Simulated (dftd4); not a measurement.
C3H7O (SMILES C[C](C)O), doublet, at a GFN2-xTB geometry; D4 for tpssh run with dftd4.

Input for dftd4:
```
$ dftd4 mol.xyz --func tpssh --charge 0 --json dftd4.json --noedisp --grad

# file mol.xyz
11

O      0.00603261     1.39945068     0.10521327
C     -0.01052600     0.01737478     0.17269437
H      0.91691624     1.70866002     0.14601563
C     -1.34102772    -0.59836921    -0.06927069
C      1.24583048    -0.72781260    -0.10982389
H     -1.49928663    -0.83397408    -1.12962906
H      1.48877769    -0.74519186    -1.18250461
H     -2.11939352     0.09363073     0.24088969
H      2.09395553    -0.27939847     0.41110616
H     -1.43953471    -1.52700685     0.49162855
H      1.14464384    -1.75948281     0.21918865
```

Predict the main parts of the log of this dftd4 run.


```
                    ____  _____ _____     ____  _  _
      -------------|  _ \|  ___|_   _|---|  _ \| || |------------
     |             | | | | |_    | | ___ | | | | || |_           |
     |             | |_| |  _|   | ||___|| |_| |__   _|          |
     |             |____/|_|     |_|     |____/   |_|            |
     |             ===================================           |
     |            E. Caldeweyher, S. Ehlert & S. Grimme          |
     |          Mulliken Center for Theoretical Chemistry        |
     |                    University of Bonn                     |
      -----------------------------------------------------------

Rational (Becke-Johnson) damping: tpssh-D4-ATM
---------------------
  s6         1.0000
  s8         1.8590
  s9         1.0000
  a1         0.4429
  a2         4.6023
 alp        16.0000
--------------------

Dispersion energy:      -7.2450137778185E-03 Eh

Gradient norm:           5.3969477430362E-04 Eh/a0
--------------------------------------------------
     #    Z           dE/dx      dE/dy      dE/dz
--------------------------------------------------
     1    8 O     2.194E-05  2.894E-04  2.996E-05
     2    6 C    -6.390E-07  1.674E-05  1.107E-05
     3    1 H     4.507E-06  5.960E-05  8.210E-06
     4    6 C    -2.697E-04 -1.003E-04 -1.303E-05
     5    6 C     2.513E-04 -1.081E-04 -2.123E-05
     6    1 H    -8.671E-05 -2.055E-05 -2.526E-05
     7    1 H     8.174E-05 -2.909E-05 -2.817E-05
     8    1 H    -6.497E-05  2.832E-06  5.729E-06
     9    1 H     7.295E-05 -1.675E-05  8.272E-06
    10    1 H    -8.322E-05 -4.092E-05  1.668E-05
    11    1 H     7.278E-05 -5.290E-05  7.759E-06
--------------------------------------------------

Virial:
--------------------------------------------------
      component           x          y          z
--------------------------------------------------
          x       2.692E-03  1.553E-06 -2.910E-05
          y       1.553E-06  1.597E-03  1.522E-04
          z      -2.910E-05  1.522E-04  1.625E-04
--------------------------------------------------

[Info] Dispersion results written to 'dftd4.txt'
[Info] JSON dump of results written to 'dftd4.json'
```
